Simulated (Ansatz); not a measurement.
Program: Ansatz. Geometries: PBE0-D4/def2-TZVP. ΔE: electronic, gas phase. CBS: MP2 limit from def2 TZ/QZ plus the TZ coupled-cluster correction, frozen cores. One conformer a species, not always the lowest.

`[BH2][Al]([NH2])[SiH3]` + `N[Si](N)(N)O` → `N[Si](N)(O)[SiH3]` + `[BH2][Al]([NH2])[NH2]`  (redistribution)

`[BH2][Al]([NH2])[SiH3]`:

Cartesian coordinates in Å:
```
B 2.328 0.134 0.199
Al 0.232 -0.201 0.293
N -0.481 -1.257 1.526
Si -1.372 0.826 -1.270
H 2.869 1.038 0.773
H 3.062 -0.532 -0.479
H -1.468 -1.444 1.605
H 0.023 -1.755 2.242
H -1.081 0.455 -2.687
H -1.330 2.317 -1.209
H -2.782 0.419 -0.993
```

`N[Si](N)(N)O`:

Z-matrix (Å, degrees):
```
Si
N 1 1.706
N 1 1.720 2 123.3
N 1 1.706 2 105.4 3 117.2
O 1 1.651 2 101.0 3 -116.5
H 2 1.005 1 121.7 3 -63.1
H 2 1.005 1 120.3 3 88.5
H 3 1.007 1 119.1 2 72.9
H 3 1.007 1 119.3 2 -67.7
H 4 1.006 1 119.9 2 41.3
H 4 1.006 1 121.1 2 -170.2
H 5 0.958 1 114.8 2 169.6
```

`N[Si](N)(O)[SiH3]`:

```xyz
13

N    -0.449   -1.693    0.624
Si    0.016   -0.053    0.411
N    -1.430    0.818    0.677
O     1.294    0.207    1.423
Si    0.860    0.603   -1.675
H    -1.275   -2.037    0.161
H     0.264   -2.404    0.666
H    -1.513    1.791    0.434
H    -2.069    0.557    1.411
H     1.165   -0.030    2.345
H     0.985    2.085   -1.785
H     2.202    0.008   -1.928
H    -0.051    0.149   -2.764
```

`[BH2][Al]([NH2])[NH2]`:

Z-matrix (Å, degrees):
```
B
Al 1 2.129
H 1 1.200 2 122.9
H 1 1.200 2 122.9 3 179.9
N 2 1.776 1 120.8 3 -40.3
N 2 1.776 1 120.8 3 139.8
H 5 1.007 2 126.5 1 -172.2
H 5 1.007 2 123.6 1 7.5
H 6 1.007 2 126.5 1 -172.2
H 6 1.007 2 123.6 1 7.5
```

```csv
species,MP2/CBS(def2) energy (Eh)
`[BH2][Al]([NH2])[SiH3]`,-614.70866
`N[Si](N)(N)O`,-532.68127
`N[Si](N)(O)[SiH3]`,-767.58953
`[BH2][Al]([NH2])[NH2]`,-379.80110
```

(1) Work out ΔE.

Largest T1 diagnostic among the species: 0.013.

Results:

(1) ΔE = (-767.58953) + (-379.80110) − (-614.70866) − (-532.68127) = -0.00070 Eh = -1.8 kJ/mol. CCSD(T)/CBS gives +1.6 kJ/mol.

In def2-TZVPP, CCSD(T) changes the Hartree–Fock value by −3.5 kJ/mol (the triples alone add −0.8 kJ/mol) and MP2 by −7.0 kJ/mol. From PBE to PBE0 (25 % exact exchange), in def2-TZVPP and without D4, ΔE moves by +4.5 kJ/mol.
